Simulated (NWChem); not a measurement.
C3H5N2 cation; SMILES c1c[nH+]c[nH]1

Program: NWChem. Structure relaxed at the PBE0/def2-SVP level.

### Question
Estimate the computed values for PBE0/def2-SVP. Quantities: highest occupied level (eV); orbital gap (eV).

### Answer
```
Quantity                     Result
---------------------------  ------
highest occupied level (eV)  -12.92
orbital gap (eV)               7.26
```
